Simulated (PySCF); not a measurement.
Vertical excitations of a molecule C3HF4, multiplicity 2 from TDA-CAM-B3LYP/def2-SVPD run with PySCF, as energy in eV (oscillator strength): 2.52 (0.001), 4.56 (0.000), 5.31 (0.002), 6.40 (0.001), 7.83 (0.121), 8.05 (0.084), 8.14 (0.001), 8.44 (0.034), 8.49 (0.005), 8.51 (0.083). Coordinates come from a B3LYP-D3(BJ)/def2-SVP optimisation. One conformer was computed; it need not be the lowest.

Question: Which molecule gave these data?
A) F/[C]=C/C(F)(F)F
B) F/C=[C]/C(F)(F)F
C) [CH]=C(F)C(F)(F)F

Answer: C, [CH]=C(F)C(F)(F)F
